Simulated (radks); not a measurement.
Q: Co4+, 23 electrons, occupied as [Ar] 3d5 (the NIST ground configuration). Method: non-relativistic Kohn-Sham, PBE, spin-polarised, spherical densities, point nucleus; open shells are filled with parallel spins first; computed with a radial shooting solver on a logarithmic mesh with Libxc functionals. Some entries of the table are withheld. Estimate them.

| orbital | occ. | eigenvalue (hartree) | <r^2> (bohr^2) |
|---|---|---|---|
| 1s down | 1 | -278.4715 | 0.004342 |
| 1s up | 1 | -278.4710 | 0.004342 |
| 2s up | 1 | -34.80278 | 0.07909 |
| 2s down | 1 | -34.68290 | 0.07871 |
| 2p up | 3 | -30.50823 | (1) |
| 2p down | 3 | -30.41927 | (2) |
| 3s up | 1 | -5.96945 | (3) |
| 3s down | 1 | -5.72598 | (4) |
| 3p up | 3 | -4.67320 | (5) |
| 3p down | 3 | -4.43323 | (6) |
| 3d up | 5 | -2.52306 | 0.9263 |
| 3d down | 0 | -2.28918 | 0.9927 |

A: 
(1) 2p up <r^2> (bohr^2): 0.06296
(2) 2p down <r^2> (bohr^2): 0.06257
(3) 3s up <r^2> (bohr^2): 0.6766
(4) 3s down <r^2> (bohr^2): 0.6851
(5) 3p up <r^2> (bohr^2): 0.7347
(6) 3p down <r^2> (bohr^2): 0.7495
